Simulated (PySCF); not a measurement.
Run record: geometry optimisation, `B/C=C(\B)C`.

Computed with PBE0-D3(BJ)/def2-SVP geometry optimisation, gas phase (PySCF 2.14.0). Start geometry: GFN2-xTB. The input is one job of a driver script: a line of settings, then coordinates in Å.

Command:
```bash
OMP_NUM_THREADS=1 python probes_run.py task.json out
```

Input:
```
{"job": {"xc": "PBE0", "basis": "def2-SVP", "d3": "d3bj", "grid": 1, "shake": 0.01, "kind": "geom"}, "charge": 0, "multiplicity": 1}
B      2.136610    -0.175880    -0.580110
C      0.823600     0.643550    -0.391500
C     -0.324610     0.072310     0.058490
B     -0.381010    -1.432360     0.427060
C     -1.565410     0.869700     0.252190
H      2.101460    -1.293200    -0.334590
H      3.107810     0.354700    -0.970910
H      0.807990     1.717700    -0.617760
H     -0.774920    -2.198960    -0.353440
H     -0.233010    -1.788340     1.540330
H     -1.870800     0.844610     1.319240
H     -2.370870     0.445890    -0.312340
H     -1.451030     1.923390    -0.046990
```

Task: Give the output.

Result: 
```
step   0  E = -168.41721011  max force = 0.039384
step   1  E = -168.42485843  max force = 0.007501
step   2  E = -168.42770388  max force = 0.012591
step   3  E = -168.42348352  max force = 0.038057
step   4  E = -168.42897555  max force = 0.023481
step   5  E = -168.42775300  max force = 0.032714
step   6  E = -168.43026136  max force = 0.024155
step   7  E = -168.43255535  max force = 0.011661
step   8  E = -168.43407788  max force = 0.008597
step   9  E = -168.43526485  max force = 0.007103
step  10  E = -168.43548730  max force = 0.003371
step  11  E = -168.43564210  max force = 0.002011
step  12  E = -168.43566654  max force = 0.001513
step  13  E = -168.43568686  max force = 0.000296
step  14  E = -168.43568909  max force = 0.000196
optimisation converged
```

Energies in Eh; «max force» is the largest Cartesian gradient component in Eh/bohr.

Task: How much energy does the optimisation release, in kJ/mol?

Result: E(step 0) − E(last step) = 0.018479 Eh, which is 48.5 kJ/mol.

Task: Give the first gradient maximum in eV/Å.

Result: With 1 Eh/bohr = 51.422 eV/Å, 2.025 eV/Å.

Summary of the converged run: final energy -168.43569 Eh after 14 steps; dipole 1.51 D.

The run took 52 s on one thread of an Arm Neoverse V2, no GPU, shared host with 48 logical CPUs at a one-minute load of 28, and the process peaked at 0.46 GiB of memory.
Labels such as C1 count atoms from 1, the log's own numbers from 0.
